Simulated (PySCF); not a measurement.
**Working with the constants of AsI**

UHF-CCSD(T) constants of AsI, ³Σ⁻ (triplet), unpaired electrons π ↑↑ (PySCF, spin-free X2C with a Gaussian nucleus, basis sets As x2c-TZVPPall, I x2c-TZVPPall; masses 74.9216 and 126.9045 u):

```
ωe           : 254.9 cm⁻¹
ωexe         : 0.607 cm⁻¹
Be           : 0.057221 cm⁻¹
αe           : 0.000191 cm⁻¹
De to As + I : 2.09 eV
```

Q: What force constant and bond length do these constants imply?

A: Reduced mass μred = 47.109 u; k = 5.8918×10⁻⁷·μred·ωe² (u, cm⁻¹, mdyn/Å) = 1.80 mdyn/Å; Re = √(16.8576/(μred·Be)) (u, cm⁻¹, Å) = 2.501 Å.

Q: Estimate the centrifugal constant D from the Kratzer relation and find the Dunham coefficient a1.

A: D = 4Be³/ωe² = 1.15e-08 cm⁻¹; a1 = −1 − αeωe/(6Be²) = -3.48.

Correlated steps freeze 27 core orbitals. Spin–orbit coupling is left out, which matters for elements this heavy, above all for dissociation energies. The state was picked by a PBE0 search and need not be the measured ground state.
